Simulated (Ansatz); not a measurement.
The first iterations of a band of C$_{2}$H$_{8}$OSSi$_{3}$ (15 atoms, charge 0, multiplicity 1).

Computed with Ansatz 0.2.0, RKS BLYP/STO-3G.

| Item | Value |
| --- | --- |
| movable images | 7 |
| climbing image | yes |
| spring | 5.0 eV/Å² |
| optimiser | quadratic models (default) |
| start path | straight line |
| force threshold | 0.05 eV/Å |
| iteration limit | 32 |
| end points | relaxed |

First end point:

```xyz
15
Properties=species:S:1:pos:R:3
C 1.119 -1.393 2.204
Si 0.240 -1.599 0.535
Si 0.391 0.297 -0.757
O -0.464 0.188 -2.301
Si -1.394 1.669 -2.120
C -0.635 1.893 -0.359
S -0.809 2.922 0.893
H 2.192 -1.164 2.073
H 1.047 -2.320 2.803
H 0.674 -0.576 2.801
H -1.156 -1.937 0.786
H 0.832 -2.735 -0.163
H 1.818 0.585 -0.990
H -2.839 1.438 -2.250
H -1.038 2.680 -3.124
```

Last end point:

```xyz
15
Properties=species:S:1:pos:R:3
C 0.942 -1.367 2.314
Si 0.004 -1.560 0.676
Si 0.416 0.184 -0.764
O -0.439 0.061 -2.307
Si -1.149 1.668 -2.271
C -0.384 1.933 -0.519
S -0.429 3.076 0.643
H 0.647 -0.445 2.847
H 2.035 -1.325 2.154
H 0.737 -2.220 2.987
H -1.421 -1.658 0.969
H 0.398 -2.824 0.062
H 1.869 0.259 -0.997
H -2.610 1.635 -2.417
H -0.639 2.530 -3.345
```

| iteration | highest image above the first end (eV) | largest band force component (eV/Å) |
| --- | --- | --- |
| 1 | 27.019 | 83.692 |
| 2 | 7.271 | 17.915 |
| 3 | 3.074 | 8.722 |

Q: Does the band converge within its limit, and where does its top end?

A: It converged. It ended after 9 iterations with the highest image 0.053 eV above the first end. Another band between the same ends (7 images) ends at a top of the same energy, where a vibrational analysis finds 1 clearly imaginary mode. Limits of this set-up: minimal basis.

The run took 5.4 min on 1 thread of Arm Neoverse V1, on a shared host, peak memory 0.12 GiB.
